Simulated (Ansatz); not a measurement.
Consider the germylene loss: `O[AsH][GeH3]` → `O[AsH2]` + `[GeH2]`.

Isolated molecules relaxed with PBE0-D4/def2-TZVP in Ansatz; ΔE leaves out vibrations. CCSD(T)/CBS adds triple-zeta CCSD(T) − MP2 to the extrapolated MP2 energy (def2 sets, frozen cores). Functionals use def2-TZVPP. B3LYP here is the variant with VWN-RPA as its local correlation; programs differ in this. HSE06 is defined as in plane-wave codes. For As, Ge outer-core shells are correlated without core-valence functions, which leaves a few kJ/mol of doubt a bond. Scalar relativity is left out up to krypton. One conformer a species, not always the lowest.

`O[AsH][GeH3]`:

Z-matrix (Å, degrees):
```
Ge
As 1 2.432
H 1 1.535 2 110.9
H 1 1.537 2 108.8 3 -120.7
H 1 1.540 2 108.5 3 120.8
O 2 1.812 1 95.1 3 43.1
H 2 1.530 1 91.6 3 -53.2
H 6 0.961 2 107.6 1 140.0
```

`O[AsH2]`:

Cartesian coordinates in Å:
```
O 0.362 0.252 1.020
As -0.366 -0.476 -0.458
H 0.194 -0.345 1.753
H -1.033 0.807 -0.952
H 0.842 -0.237 -1.362
```

`[GeH2]`:

Z-matrix (Å, degrees):
```
Ge
H 1 1.595
H 1 1.594 2 90.6
```

```
         level  ΔE (kcal/mol)  difference from CCSD(T)/CBS
        PBE-D4           49.4                          1.1
    r2SCAN0-D4           52.5                          4.2
      BHLYP-D4           47.5                         -0.8
  CAM-B3LYP-D4           47.0                         -1.3
       ωB97X-V           49.2                          0.9
       ωB97M-V           46.2                         -2.1
        B2PLYP           46.4                         -1.9
      PBE-QIDH           52.8                          4.5
        revPBE           43.6                         -4.7
         B3LYP           42.6                         -5.7
         HSE06           49.5                          1.2
       LC-ωPBE           51.3                          3.0
 HF/def2-TZVPP           40.5                         -7.8
 HF/def2-QZVPP           40.2                         -8.1
MP2/def2-QZVPP           52.5                          4.2
  HF/CBS(def2)           40.1                         -8.2
   CCSD(T)/CBS           48.3                            0
```

Largest T1 diagnostic among the species: 0.012.

From PBE to PBE0 (25 % exact exchange), in def2-TZVPP and without D4, ΔE moves by +1.8 kcal/mol. In def2-TZVPP, CCSD(T) changes the Hartree–Fock value by +8.4 kcal/mol (the triples alone add +1.4 kcal/mol) and MP2 by +12.4 kcal/mol.
